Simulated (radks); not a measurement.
Task: The mercury ion Hg8+ is in [Xe] 4f14 5d4. All-electron calculation, scalar-relativistic Kohn-Sham, PBEsol, spin-polarised, spherical densities, finite nucleus; Fermi nuclear charge, rms radius of each element as measured or else 0.836 A^(1/3) + 0.57 fm. Program: a radial shooting solver on a logarithmic mesh with Libxc functionals. Open shells are filled with parallel spins first. One electron is removed from 4f, 5p, 5d, 5s in turn, with full relaxation. Which removal costs least, and what does each cost?

Result: 5d 135.14 eV; 5p 196.65 eV; 4f 241.37 eV; 5s 252.17 eV. The 5d electron leaves first.
